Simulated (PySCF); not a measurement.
**Dipole moment and polarisability of `C=C[P@@](C)(=[Se])C(C)C`**

Species: C6H13PSe.
Geometry (PBE0-D3(BJ)/def2-SVP, Å), atoms numbered from 1 in this order:
```
atom  x, y, z in Å
C1     2.5582    2.1128   -0.8378
C2     1.7234    1.0755   -0.8972
P3     0.6902    0.5967    0.5175
C4     1.0066   -1.1911    0.6923
Se5    1.0540    1.6955    2.2762
C6    -1.0569    0.7525   -0.0878
C7    -1.2996    0.1008   -1.4438
C8    -2.0315    0.2649    0.9769
H9     3.1819    2.3924   -1.6921
H10    2.6340    2.7030    0.0839
H11    1.6429    0.4644   -1.8041
H12    0.8013   -1.7383   -0.2403
H13    2.0614   -1.3169    0.9740
H14    0.3786   -1.5826    1.5041
H15   -1.1582    1.8480   -0.1837
H16   -2.3452    0.2625   -1.7502
H17   -1.1399   -0.9889   -1.4090
H18   -0.6593    0.5197   -2.2332
H19   -3.0627    0.5228    0.6894
H20   -1.9860   -0.8300    1.0929
H21   -1.8150    0.7269    1.9512
```

Level: CAM-B3LYP/def2-SVPD (PySCF), static field, nuclei fixed, core orbitals frozen in the response. The polarisability tensor in these axes (au):

```
x   129.89  14.53   0.75
y    14.53 121.62   7.21
z     0.75   7.21 131.98
```

**Question.** Diagonalise the tensor; give its mean and Δα, where Δα² is half the sum of the squared differences of the eigenvalues.

**Answer.** Principal values 109.36, 130.91 and 143.22 au; mean 127.83 au = 18.94 Å³ = 21.08 × 10⁻⁴⁰ C²·m²/J; Δα = 29.69 au (23 % of the mean).

**Question.** What is the dipole moment, and where does it point?

**Answer.** (-1.00, -2.39, -4.35) D, 5.06 D in size, pointing from the negative to the positive side. Measured along this direction, the outermost atoms are Se5 at the negative end and H17, H16 and H18 at the positive end.

**Question.** What would n − 1 = 2πNα be for an ideal gas of these molecules at 350 K and 1 atm, electronic part alone?

**Answer.** N = p/kT = 2.0968 × 10¹⁹ cm⁻³, so n − 1 = 2π × N × 18.94 × 10⁻²⁴ cm³ = 2496 × 10⁻⁶ at long wavelengths.

**Question.** Form Σ f/ω² (atomic units) for the 10 lowest TDDFT singlets, given as eV and f, and set it beside the mean polarisability, which is this sum over all singlets: 4.61, 0.0009; 4.68, 0.0064; 5.08, 0.0188; 5.14, 0.0229; 5.88, 0.0481; 5.95, 0.0321; 6.05, 0.0009; 6.25, 0.0302; 6.43, 0.0121; 6.49, 0.0052.

**Answer.** They add up to 4.03 au, 3.2 % of the 127.83 au; the largest single term is 1.03 au, from the state at 5.88 eV. Terms in order: 0.03, 0.22, 0.54, 0.64, 1.03, 0.67, 0.02, 0.57, 0.22, 0.09 au. Higher excitations give the rest. The strengths listed sum to 0.178.

**Question.** Give the eigenvalues of the traceless quadrupole moment Θ = ½Σq(3rr − r²1), origin at the centre of nuclear charge.

**Answer.** -5.99, 0.24, 5.75 D·Å. The values depend on the origin, since the dipole doesn't vanish. The electronic extent ⟨r²⟩ about the same centre is 1774 bohr², a root-mean-square distance of 2.25 Å for the 98 electrons.

Geometry: PBE0-D3(BJ)/def2-SVP, one conformer, isolated molecule. The calculation is non-relativistic, for selenium too.
